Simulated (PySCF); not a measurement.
**Nd⁴⁴⁺: ionisation energy**

Nd⁴⁴⁺ [Ne] 3s2 3p4 (3P) → Nd⁴⁵⁺ [Ne] 3s2 3p3 (4S), as a difference of total energies. All numbers are calculated (PySCF 2.14, the non-relativistic Hamiltonian (point nucleus), in an uncontracted even-tempered set (16 s from 8.4 bohr⁻², ratio 2.5; 10 p from 11 bohr⁻², ratio 2.5; 4 d from 48 bohr⁻², ratio 2.7; 4 f from 71 bohr⁻², ratio 2.7)). Correlated levels: outer shells: 1s2 frozen; virtual orbitals above 40 to 60 times the deepest correlated orbital energy dropped. The calculations carry no spin-orbit coupling.

```json
{"method": "UHF", "ionisation energy (eV)": "3520.5"}
{"method": "MP2 (outer shells)", "ionisation energy (eV)": "3521.5"}
{"method": "SCS-MP2 (outer shells)", "ionisation energy (eV)": "3521.5"}
{"method": "CCSD (outer shells)", "ionisation energy (eV)": "3521.5"}
{"method": "CCSD(T) (outer shells)", "ionisation energy (eV)": "3521.5"}
```

Spin-orbit coupling is strong in these open shells (close to jj coupling). The scalar numbers leave it out and a first-order estimate fails, so it can dominate the gap to the real levels.

The ground level that NIST lists for one species does not belong to the high-spin term computed here, so part of any gap is the choice of state.

The gap to the reference is mostly relativistic.

For comparison: 3567 ± 4 eV (theoretical estimate listed by NIST; NIST Atomic Spectra Database, ionization energies).
